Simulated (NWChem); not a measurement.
Everything below was run with NWChem. System: Cl2Ge (+1), charge 1, spin multiplicity 2, at a geometry optimised with UPBE/def2-SVP. The structure started from a generated list of species. Its SCF solution wasn't tested for a lower state. Level: ROCCSD(T)/def2-SVPD, 19 core orbitals frozen.

Part of the output:

```
             Northwest Computational Chemistry Package (NWChem) 7.3.0
             --------------------------------------------------------

                                NWChem Input Module
                                -------------------

 Scaling coordinates for geometry "geometry" by  1.889725989
 (inverse scale =  0.529177249)

 Turning off AUTOSYM since
 SYMMETRY directive was detected!

                             Geometry "geometry" -> ""
                             -------------------------

 Output coordinates in angstroms (scale by  1.889725989 to convert to a.u.)

  No.       Tag          Charge          X              Y              Z
 ---- ---------------- ---------- -------------- -------------- --------------
    1 Ge                  32.0000     0.00000000     0.00000000    -0.54775700
    2 Cl                  17.0000    -1.83850600     0.00000000     0.51553600
    3 Cl                  17.0000     1.83850600     0.00000000     0.51553600

 Effective nuclear repulsion energy (a.u.)     312.6781741119

            Nuclear Dipole moment (a.u.)
            ----------------------------
        X                 Y               Z
 ---------------- ---------------- ----------------
     0.0000000000     0.0000000000     0.0000000000

      Symmetry information
      --------------------

 Group name             C2v
 Group number             16
 Group order               4
 No. of unique centers     2

      Symmetry unique atoms

     1    2


 Summary of "ao basis" -> "" (spherical)
 ------------------------------------------------------------------------------
       Tag                 Description            Shells   Functions and Types
 ---------------- ------------------------------  ------  ---------------------
 *                         def2-svpd                  on all atoms

 Summary of "ao basis" -> "ao basis" (spherical)
 ------------------------------------------------------------------------------
       Tag                 Description            Shells   Functions and Types
 ---------------- ------------------------------  ------  ---------------------
 Ge                        def2-svpd                14       38   6s4p4d
 Cl                        def2-svpd                11       27   5s4p2d

                                 NWChem SCF Module
                                 -----------------

  ao basis        = "ao basis"
  functions       =    92
  atoms           =     3
[...]
         Wavefunction type : Restricted open-shell Hartree-Fock
          No. of electrons :    65
           Alpha electrons :    33
            Beta electrons :    32
           No. of orbitals :   184
            Alpha orbitals :    92
             Beta orbitals :    92
        Alpha frozen cores :    19
         Beta frozen cores :    19
     Alpha frozen virtuals :     0
      Beta frozen virtuals :     0
         Spin multiplicity : doublet
    Number of AO functions :    92
       Number of AO shells :    36
        Use of symmetry is : on
      Symmetry adaption is : on
         Schwarz screening : 0.10D-09

          Correlation Information
          -----------------------
          Calculation type : Coupled-cluster singles & doubles w/ perturbation
   Perturbative correction : (T)
            Max iterations :      100
        Residual threshold : 0.10D-05
     T(0) DIIS level shift : 0.00D+00
     L(0) DIIS level shift : 0.00D+00
     T(1) DIIS level shift : 0.00D+00
     L(1) DIIS level shift : 0.00D+00
     T(R) DIIS level shift : 0.00D+00
     T(I) DIIS level shift : 0.00D+00
   CC-T/L Amplitude update :  5-th order DIIS
                I/O scheme : Global Array Library
        L-threshold :  0.10D-05
        EOM-threshold :  0.10D-05
 no EOMCCSD initial starts read in
 TCE RESTART OPTIONS
 SLICE:      F
 D4D5:       F
 quantumc:   F
 qrotation:  F
 pwtce:      F
 qducc:      F
 nacto:                         0
 nrotv:                         0
 nrot:                          0

            Memory Information
            ------------------
          Available GA space size is     249019872 doubles
          Available MA space size is     104852540 doubles

 Maximum block size supplied by input
 Maximum block size        24 doubles

 tile_dim =     22

 -------------------------------------------------

 Global array virtual files algorithm will be used

 Parallel file system coherency ......... OK

 4-electron integrals stored in orbital form

 v2    file size   =          1767053
 4-index algorithm nr.  13 is used
 imaxsize =       30
 imaxsize ichop =        0


CCSD iterations
 ---------------------------------------------------------
 Iter          Residuum       Correlation     Cpu    Wall
 ---------------------------------------------------------
    1   0.1692643066474  -0.4828822399795     2.0     2.0
    2   0.0381569760858  -0.4888036069890     2.0     2.0
    3   0.0151728369728  -0.4968135111372     1.8     1.8
    4   0.0067173415840  -0.4978015568144     1.7     1.7
    5   0.0057302574000  -0.4985979413417     1.7     1.7
    6   0.0030919057656  -0.4990506838941     1.6     1.6
    7   0.0018066405031  -0.4991856203890     1.7     1.7
    8   0.0012057222760  -0.4991399017393     1.7     1.7
    9   0.0008405994058  -0.4992010908010     1.8     1.8
   10   0.0005848174561  -0.4992080000845     2.0     2.0
   11   0.0001362517377  -0.4992711675301     2.1     2.1
   12   0.0000850443989  -0.4992690219219     2.1     2.1
   13   0.0000470810476  -0.4992689162618     1.9     1.9
   14   0.0000405564085  -0.4992688371956     1.7     1.7
   15   0.0000201517620  -0.4992685986665     1.7     1.7
   16   0.0000067360303  -0.4992684640729     1.7     1.7
   17   0.0000078091366  -0.4992681661019     1.7     1.7
   18   0.0000032875013  -0.4992685107909     1.8     1.8
   19   0.0000048744553  -0.4992683807909     1.4     1.4
   20   0.0000022226406  -0.4992686198534     1.6     1.6
   21   0.0000003852408  -0.4992686898028     1.6     1.6
 -----------------------------------------------------------------
 Iterations converged
 CCSD correlation energy / hartree =        -0.499268689802773
 CCSD total energy / hartree       =     -2994.065384818144594

 Singles contributions

 Doubles contributions
 CCSD(T)
 Using plain CCSD(T) code
             total no. of tasks         1850
 total no. of tasks / no. procs         1850
                         wl_min           16           1.6
                         wl_max      1331000          10.5
        thresh for no. of tasks         1850

 CCSD[T]  correction energy / hartree =        -0.019915250589373
 CCSD[T] correlation energy / hartree =        -0.519183940392146
 CCSD[T] total energy / hartree       =     -2994.085300068733886
 CCSD(T)  correction energy / hartree =        -0.018414766071012
 CCSD(T) correlation energy / hartree =        -0.517683455873785
 CCSD(T) total energy / hartree       =     -2994.083799584215740

 Task  times  cpu:       92.3s     wall:       92.3s

 Total times  cpu:       92.4s     wall:       92.4s
```

Q: Write an NWChem input that would produce this output.

A: This is not unique; one that fits is 
```
start mol
memory heap 100 mb stack 700 mb global 1900 mb
charge 1
geometry units angstroms nocenter noautoz
  Ge     0.000000     0.000000    -0.547757
  Cl    -1.838506     0.000000     0.515536
  Cl     1.838506     0.000000     0.515536
  symmetry group C2v
end
basis spherical
  * library def2-svpd
end
scf
  rohf
  nopen 1
  maxiter 100
  thresh 1e-7
  semidirect memsize 60000000 filesize 0
  # guess.movecs holds the orbitals of an unrestricted PBE0 run
  vectors input guess.movecs output mol.movecs
end
tce
  freeze core 19
  ccsd(t)
  2eorb
  2emet 13
  thresh 1e-6
  maxiter 100
  tilesize 24
end
task tce energy
```
